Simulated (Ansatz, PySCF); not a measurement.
C3H8NO, SMILES C[NH+](C)C=O, charge +1. Atoms are numbered in the order given.

```xyz
13

C     -0.4516     1.6103    -0.3167
N     -0.2550     0.3159     0.4040
C     -1.3212    -0.6849     0.1266
C      1.1390    -0.2345     0.1024
O      1.2648    -1.3017    -0.3643
H     -0.4523     1.4126    -1.3963
H      0.3605     2.3023    -0.0575
H     -1.4143     2.0399    -0.0138
H     -0.2574     0.5227     1.4139
H     -1.3149    -0.9179    -0.9446
H     -1.1176    -1.5971     0.6992
H     -2.2849    -0.2517     0.4192
H      1.9299     0.4975     0.3685
```
Charge +1, spin multiplicity 1.

Coordinates come from a PBE0-D3(BJ)/def2-SVP optimisation. The isomer is the one that the SMILES or the coordinates give; other isomers of the formula were not compared. Other conformers were not sampled.

Two levels are set side by side: PBE-D3(BJ)/def2-SVP (Ansatz, a quantum-chemistry and plane-wave program) and PBE0-D3(BJ)/def2-SVP (Ansatz). Each level has its own optimised geometry; the coordinates shown are those of the second. Frequencies come from the Hessian of PySCF at each geometry. Differences are taken from unrounded values.

```
quantity                            PBE0-D3(BJ)  PBE-D3(BJ)  PBE-D3(BJ) minus PBE0-D3(BJ)
----------------------------------  -----------  ----------  ----------------------------
mean bond length (Å)                      1.200       1.212                         0.011
bond C1–N2 (Å)                            1.495       1.505                         0.011
bond N2–C3 (Å)                            1.488       1.498                         0.010
bond N2–C4 (Å)                            1.529       1.566                         0.037
bond C4–O5 (Å)                            1.172       1.182                         0.010
bond C1–H6 (Å)                            1.097       1.105                         0.008
bond C1–H7 (Å)                            1.098       1.106                         0.008
bond C1–H8 (Å)                            1.097       1.105                         0.008
bond N2–H9 (Å)                            1.031       1.040                         0.009
bond C3–H10 (Å)                           1.096       1.104                         0.008
bond C3–H11 (Å)                           1.096       1.104                         0.008
bond C3–H12 (Å)                           1.096       1.104                         0.008
bond C4–H13 (Å)                           1.110       1.119                         0.009
highest harmonic wavenumber (cm⁻¹)         3428        3308                          -120
mean harmonic wavenumber (cm⁻¹)            1544        1488                           -56
zero-point energy (kcal/mol)              72.86       70.21                         -2.64
```

GGA bonds tend to be longer and softer than those of functionals with exact exchange. Differences between two approximate levels are no errors against the true value.
